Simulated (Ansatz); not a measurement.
Input file for Ansatz (an electronic-structure program): R-CCSD(T)/def2-SVPD on H2Se (SMILES [SeH2]). The run froze 14 orbitals, filled d shells among them.

Ansatz 0.2 input:
```yaml
crystal:
  periodic: [false, false, false]
  atoms:
    - {symbol: Se, position_ang: [0.18289968, 0.15743121, 3.55738942]}
    - {symbol: H, position_ang: [0.39995312, -0.07242723, 4.99614525]}
    - {symbol: H, position_ang: [0.39339564, -1.26183548, 3.24883068]}
basis:
  gaussian:
    orbitals: def2-SVPD
magnetization: {spin_polarized: false}
correlation: {method: ccsd_t, electrons: outside_noble_gas}
scf: {lower_state_search: off}
```

The log:

```
WARN ansatz: RAYON_NUM_THREADS=1 ignored (pool sized by the plan → 1); use --threads N
Functional definition: HF
these checks for a lower state are left out or cut short: stability, starts, cluster_reference, orbital_swaps, neighbouring_geometries, increment
integrals: 0.03 GiB planned
549 factors; integrals over basis functions are off by at most 1.0e-3 eV
mean field: 0.11 GiB planned
mean field evaluation 1: about -65326.1276 eV, gradient 9.6e0 eV
mean field evaluation 2: about -65326.1395 eV, gradient 9.7e0 eV
mean field evaluation 4: about -65326.6081 eV, gradient 1.3e0 eV
mean field evaluation 8: about -65326.6178 eV, gradient 4.8e-5 eV
mean field -65326.61778720 eV, -2400.7089237078 hartree, gradient 3.5e-6 eV, S^2 0.000000; 0 other end points of the search recorded, 0 dependent functions left out
14 core orbitals not correlated
reference -65326.61778720 eV, -2400.7089237078 hartree; 4, 4 occupied and 39, 39 virtual orbitals, 549 factors
second order -3.73656236 eV of doubles, -0.00000000 eV of singles
coupled cluster: 0.08 GiB planned
cycle   1  -4.18176060 eV  change   -4.5e-1 eV  update   4.9e-2
cycle   2  -4.32890966 eV  change   -1.5e-1 eV  update   1.7e-2
cycle   3  -4.33765945 eV  change   -8.7e-3 eV  update   3.9e-3
cycle   4  -4.33716257 eV  change    5.0e-4 eV  update   1.1e-3
cycle   5  -4.33685868 eV  change    3.0e-4 eV  update   3.4e-4
cycle   6  -4.33682835 eV  change    3.0e-5 eV  update   9.7e-5
cycle   7  -4.33684223 eV  change   -1.4e-5 eV  update   2.8e-5
cycle   8  -4.33684072 eV  change    1.5e-6 eV  update   7.4e-6
perturbative correction -0.11871259 eV, -0.0043626072 hartree
Total energy: -65331.07334051 eV, -2400.8726622717 hartree
Checks for a lower state left out: stability, starts, cluster_reference, orbital_swaps, neighbouring_geometries, increment
```

The run converged.

Cost: about 0.9 core-seconds (a rough figure).
